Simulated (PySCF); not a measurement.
Input of a run (PBE0-D3(BJ)/def2-SVP geometry optimisation, gas phase (PySCF 2.14.0)), started from GFN2-xTB:
```
{"job": {"xc": "PBE0", "basis": "def2-SVP", "d3": "d3bj", "grid": 1, "kind": "geom"}, "charge": -1, "multiplicity": 1}
C      1.859321    -1.571672    -0.028928
C      0.625197    -0.710994    -0.229326
C      0.812727     0.663759    -0.906677
C      1.202913     1.222236     0.470041
C      0.180270     0.177055     0.950307
C     -1.114752     0.732972     0.387288
S     -2.429449    -0.566262     0.345009
O     -2.264554    -1.296313    -0.914892
O     -3.677358     0.192471     0.408255
O     -2.179446    -1.383988     1.529432
C     -0.644723     1.120224    -1.017856
H      2.181352    -1.988714    -0.983056
H      1.618702    -2.395814     0.639584
H      2.693812    -1.018147     0.398371
H     -0.181060    -1.318147    -0.641882
H      1.451183     0.796604    -1.780594
H      0.973110     2.270969     0.665626
H      2.229790     1.013921     0.764073
H      0.148642    -0.198263     1.968039
H     -1.551603     1.541177     0.968217
H     -1.203774     0.548964    -1.758864
H     -0.740712     2.187345    -1.233017
```

Output (energies in Eh, forces in Eh/bohr):
```
step   0  E = -896.03665146  max force = 0.024144
step   1  E = -896.04146491  max force = 0.005388
step   2  E = -896.04176041  max force = 0.002228
step   3  E = -896.04184842  max force = 0.001838
step   4  E = -896.04195935  max force = 0.002483
step   5  E = -896.04208362  max force = 0.002053
step   6  E = -896.04223234  max force = 0.000864
step   7  E = -896.03866230  max force = 0.008952
step   8  E = -896.04149371  max force = 0.005288
step   9  E = -896.04214577  max force = 0.002717
step  10  E = -896.04228355  max force = 0.001313
step  11  E = -896.04228222  max force = 0.000959
step  12  E = -896.04228073  max force = 0.000199
step  13  E = -896.04228018  max force = 0.000264
optimisation converged
```

Q: Summarise the run.

A: The energy falls by 3.5 kcal/mol over 14 energy and gradient evaluations, the largest force component goes from 0.0241 to 2.6e-04 Eh/bohr, and the atoms move by 0.209 Å rms after alignment. The bond that changes most is C6–S7 (sp3 carbon bound to sulfur to sulfonyl sulfur), which shortens by 0.029 Å. Bonds longer at the end by more than 0.005 Å: 20 of 23; shorter: 1. Among the angles that change most is C5–C6–S7, from 111.0° to 115.6°. Among the dihedrals that turn most is C11–C6–S7–O9, from -95° to -73°. The energy rose by more than 1e-6 Eh at steps 7, 11 and 12. The first step brought 86 % of the lowering.

Q: What are the final bond lengths?

A: C1–C2 1.514 Å, C2–C3 1.555 Å, C3–C4 1.546 Å, C4–C5 1.547 Å, C5–C6 1.531 Å, C6–S7 1.820 Å, S7=O8 1.488 Å, S7=O9 1.479 Å, S7–O10 1.480 Å, C6–C11 1.547 Å, C2–C5 1.554 Å, C3–C11 1.535 Å, C1–H12 1.103 Å, C1–H13 1.102 Å, C1–H14 1.102 Å, C2–H15 1.101 Å, C3–H16 1.103 Å, C4–H17 1.104 Å, C4–H18 1.100 Å, C5–H19 1.098 Å, C6–H20 1.100 Å, C11–H21 1.100 Å, C11–H22 1.102 Å. Numbering counts from 1 in the input's order; the species is `O=S([O-])(=O)[C@@H]1C[C@@H]2[C@H]([C@H]1C2)C`.

The run used 213 basis functions and 106 SCF cycles in all.

Whether it is a minimum is left open (no frequencies). The geometry's basis has no diffuse functions, a weakness for an anion.

One conformer stands for the species.
